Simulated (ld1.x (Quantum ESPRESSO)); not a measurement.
Configuration tests for H (PAW)

```json
{
 "Element": "hydrogen",
 "Generator": "ld1.x (Quantum ESPRESSO) 7.5",
 "Type": "PAW",
 "Functional": "LDA (PZ)",
 "Relativity": "non-relativistic",
 "Frozen core": "none",
 "Valence charge": "1",
 "Reference configuration": "1s1",
 "Partial waves": "1s (bound): rcut 1.55, rcutus 1.70 bohr; 1s channel at 3.2 Ry: rcut 1.55, rcutus 1.70 bohr; 2p channel at -0.05 Ry: rcut 1.15, rcutus 1.55 bohr; 2p channel at 2.55 Ry: rcut 1.15, rcutus 1.55 bohr",
 "Local potential": "all-electron potential smoothed inside 1.30 bohr (lloc = -1)",
 "Core correction": "none",
 "Augmentation charge": "PSQ, inside the norm-conserving radii"
}
```

Energies are relative to the spin-unpolarised reference configuration 1s1; without spin polarisation the order of configurations can differ from experiment. Spin-polarised rows fill each open shell by Hund’s rule, majority spin first.

| valence configuration | charge | ΔE all-electron (eV) | error AE − PS (meV) |
| --- | --- | --- | --- |
| 1s0.5 | +0.5 | 4.645 | +0.1 |
| 1s1 (spin-polarised) | 0 | -0.897 | 0.0 |
| 1s0.5 (spin-polarised) | +0.5 | 4.258 | +0.1 |

Levels in the configuration 1s0.5:

```
level  all-electron (eV)  pseudo (eV)
   1s            -12.336      -12.336
```
